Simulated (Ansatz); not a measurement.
Reaction (formal exchange of groups at a B–S bond): `BSCO` + `CBO` → `BB(C)O` + `OCS`

Calculated with Ansatz (gas phase, PBE0-D4/def2-TZVP geometries, no zero-point term in ΔE). CCSD(T)/CBS is the MP2 limit (def2-TZVPP, def2-QZVPP) plus CCSD(T) − MP2 in def2-TZVPP, frozen cores. Functionals use def2-TZVPP. Each species was taken in one conformer, which may not be the lowest.

CCSD(T)/CBS gives +145.6 kJ/mol.

Problem. Another level gave +150.9 kJ/mol. Which?
A. HF/def2-TZVPP
B. BHLYP/def2-TZVPP
C. r2SCAN/def2-TZVPP
D. ωB97M-V/def2-TZVPP

Solution. C. r2SCAN 150.9, BHLYP 142.0, ωB97M-V 146.3, HF/def2-TZVPP 134.0 kJ/mol.

Largest T1 diagnostic among the species: 0.014.

From PBE to PBE0 (25 % exact exchange), in def2-TZVPP and without D4, ΔE moves by −3.2 kJ/mol. Leaving LDA and LC-ωPBE aside and taking each functional with its dispersion term where it has one, the values, not all of them listed here, spread over 10.1 kJ/mol, from ωB97X-V to r2SCAN-D4. LDA lies +6.6 kJ/mol from PBE without D4.
